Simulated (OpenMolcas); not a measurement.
**Pd4+: effect of the basis set**

| Quantity | Value |
| --- | --- |
| Program | OpenMolcas 26.06 |
| Method | RASSCF |
| Active space | 12 electrons in 8 orbitals (RAS1 4p, at most 2 holes; RAS2 4d) |
| State averaging | 2S+1 = 5 even, 5 roots; 2S+1 = 3 even, 45 roots; 2S+1 = 1 even, 49 roots |
| Spin-orbit coupling | RASSI with atomic mean-field integrals over the reference wave functions, term energies averaged over their components |

A. ANO-R2 [7s5p4d2f1g], X2C, finite nucleus; cost roughly 40 core-seconds
B. ANO-RCC-VTZP [7s6p4d2f1g], DKH2, point nucleus; cost about 90 core-seconds
C. ANO-RCC-VQZP [8s7p5d3f2g1h], DKH2, point nucleus; cost about 60 core-seconds

Energies in cm⁻¹ above 4d⁶ ⁵D₄.

```csv
Level,A,B,C
4d⁶ ⁵D₄,0.0,0.0,0.0
4d⁶ ⁵D₃,2056,2073,2006
4d⁶ ⁵D₂,3143,3162,3079
4d⁶ ⁵D₁,3892,3916,3812
4d⁶ ⁵D₀,4239,4264,4153
4d⁶ ³P₂(1),20632,20521,20790
4d⁶ ³H₆,23523,23426,23672
4d⁶ ³H₅,23817,23715,23973
4d⁶ ³F₃(1),24868,24763,25008
4d⁶ ³F₂(1),25623,25521,25752
4d⁶ ³H₄ [62 %],25653,25568,25757
4d⁶ ³P₁(1),26495,26421,26543
4d⁶ ³P₀(1),26947,26847,27044
4d⁶ ³G₅,28966,28873,29078
4d⁶ ³G₄,30302,30205,30410
4d⁶ ³G₃,30804,30715,30896
4d⁶ ³D₂,33713,33575,33894
4d⁶ ³D₁,34202,34075,34359
4d⁶ ³D₃,34544,34415,34704
4d⁶ ¹I₆,36395,36262,36576
4d⁶ ¹G₄(1),36425,36306,36549
4d⁶ ¹S₀,39216,39087,39326
4d⁶ ¹D₂(1),42077,41920,42257
4d⁶ ¹F₃,47395,47192,47663
```

Among A to C the level of the table that moves most is 4d⁶ ¹F₃, by 470 cm-1 (lowest in B, highest in C).

Without dynamic correlation excited terms often stand tens of per cent too high (terms of higher spin than the ground term too low), and those without a measured partner can miss by more than the paired ones. Active for correlation alone: 4p; no level in the range computed is led by a configuration that opens it, so any true level of that kind is missing. Only configurations of the active space appear. Levels that lie high or do not pair safely by name in every column are left out.

A share in square brackets marks a mixed level and gives the weight of the term that names it, the lowest over the columns. A number in round brackets counts repeated terms of one configuration in the order of the reference energies.
